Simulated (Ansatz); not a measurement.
CHO2 (SMILES O=[C]O) moved off its minimum; all values from Ansatz (a quantum-chemistry and plane-wave program), cores frozen in correlated methods. Open shells are unrestricted.
(charge 0, multiplicity 2)
```xyz
4

O      0.9908    -0.8033    -0.0155
C      0.2589     0.2236     0.1739
O     -0.9531     0.5742    -0.0607
H     -1.4537    -0.2166    -0.4442
```

Forces at wB97M-V/def2-TZVPP (eV/Å):

```tsv
atom	Fx	Fy	Fz
O1	-4.271	4.695	0.663
C2	5.153	-4.026	-0.213
O3	-1.380	-1.793	-0.861
H4	0.498	1.124	0.411
```

### Question
Give the forces (eV/Å), the total energy and the dipole at CCSD(T)/cc-pVTZ.

### Answer

| atom | Fx | Fy | Fz |
|---|---|---|---|
| O1 | -3.812 | 4.099 | 0.564 |
| C2 | 5.265 | -3.683 | -0.034 |
| O3 | -2.028 | -1.520 | -0.956 |
| H4 | 0.575 | 1.105 | 0.426 |
Energy -188.8194 hartree, dipole 2.61 D.
